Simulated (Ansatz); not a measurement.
A single point on C$_{8}$H$_{10}$O$_{2}$S, SMILES `Cc1ccc(S(C)(=O)=O)cc1`.

```yaml
crystal:
  periodic: [false, false, false]
  atoms:
    - {symbol: C, position_ang: [2.613725, -2.146883, -0.861094]}
    - {symbol: C, position_ang: [1.572069, -1.148168, -0.464072]}
    - {symbol: C, position_ang: [1.110714, -1.085012, 0.848968]}
    - {symbol: C, position_ang: [0.171981, -0.143245, 1.231615]}
    - {symbol: C, position_ang: [-0.317009, 0.747184, 0.287628]}
    - {symbol: S, position_ang: [-1.521019, 1.946734, 0.763540]}
    - {symbol: C, position_ang: [-3.063676, 1.121811, 0.484443]}
    - {symbol: O, position_ang: [-1.446471, 3.046754, -0.158764]}
    - {symbol: O, position_ang: [-1.399009, 2.167068, 2.178746]}
    - {symbol: C, position_ang: [0.128771, 0.708667, -1.024945]}
    - {symbol: C, position_ang: [1.067869, -0.239105, -1.391579]}
    - {symbol: H, position_ang: [2.549609, -3.052054, -0.255141]}
    - {symbol: H, position_ang: [3.616473, -1.730677, -0.723327]}
    - {symbol: H, position_ang: [2.517667, -2.426915, -1.911320]}
    - {symbol: H, position_ang: [1.499283, -1.781335, 1.584490]}
    - {symbol: H, position_ang: [-0.171199, -0.078653, 2.257109]}
    - {symbol: H, position_ang: [-3.115814, 0.233507, 1.112038]}
    - {symbol: H, position_ang: [-3.149816, 0.866337, -0.570543]}
    - {symbol: H, position_ang: [-3.839137, 1.834609, 0.768213]}
    - {symbol: H, position_ang: [-0.247784, 1.430304, -1.739802]}
    - {symbol: H, position_ang: [1.422782, -0.270929, -2.416210]}
basis:
  gaussian: {orbitals: def2-QZVPP}
correlation: {method: mp2}
```

```sh
$ ansatz run in.yaml --threads 4 --pin off --events-out ev --progress --plain --max-ram 66560MiB --backend cuda --devices 0, --max-vram 37GiB
```

It prints (some lines left out):

```
Functional definition: HF
5674 factors; integrals over basis functions are off by at most 9.7e-4 eV
mean field evaluation 1: about -23288.6642 eV, gradient 6.8e1 eV
mean field evaluation 2: about -23289.0918 eV, gradient 6.8e1 eV
mean field evaluation 4: about -23298.8440 eV, gradient 9.0e0 eV
mean field evaluation 8: about -23299.0581 eV, gradient 6.5e-1 eV
mean field evaluation 16: about -23299.0599 eV, gradient 2.5e-6 eV
mean field -23299.05988834 eV, -856.2246582264 hartree, gradient 2.5e-6 eV, S^2 0.000000; 0 other end points of the search recorded, 0 dependent functions left out; unrestricted orbitals would lower it
15 core orbitals not correlated: weight in the atoms' cores, before any rotation towards them, 1.000 or more for the frozen orbitals, at most 0.000 for the correlated occupied ones
reference -23299.05988834 eV, -856.2246582264 hartree; 30, 30 occupied and 895, 895 virtual orbitals, 5674 factors
second order -56.86479611 eV of doubles, -0.00000000 eV of singles
Total energy: -23355.92468445 eV, -858.3144009390 hartree
```

Run time 15 s (4 threads of an AMD EPYC 7R13 on a shared host and a share of an NVIDIA H100 80 GB); peak host memory 1.6 GiB.
